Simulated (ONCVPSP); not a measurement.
## Building the ONCV potential for Pd (PBEsol, non-relativistic).

Pd, optimised norm-conserving Vanderbilt (ONCV), made with ONCVPSP 4.0.1 (PBEsol, non-relativistic). Core [Ar] 3d10 4s2, reference 4p6 4d10. Waves: s scattering state at 0.07 Ha: rc 1.65 bohr, ncon 3, nbas 7, qcut 3.5 1/bohr, 1 projector; 4p: rc 1.15 bohr, ncon 4, nbas 9, qcut 7.8 1/bohr, 2 projectors, debl 2.3 Ha; 4d: rc 1.85 bohr, ncon 4, nbas 9, qcut 9.3 1/bohr, 1 projector; f scattering state at 0.02 Ha: rc 1.45 bohr, ncon 5, nbas 10, qcut 6.6 1/bohr, 3 projectors, debl 3.7 Ha. Local part: polynomial inside 1.05 bohr (lpopt 5, dvloc0 2 Ha). Core correction: none.

All-electron outer shells of the reference configuration (PBEsol, non-relativistic, ld1.x):

```csv
shell,level (eV),outermost node (bohr),outermost maximum (bohr)
4p,-49.18,0.46,0.92
4d,-4.11,0.45,1.09
```

Problem. Does the generator finish with these settings?

Solution. No. ONCVPSP 4.0.1 stopped with "ERROR pspot: first pseudo wave function has node, program will stop": the optimised pseudo-wave of the first projector has a node, so the radial equation cannot be inverted for a potential. It happened in the s channel.
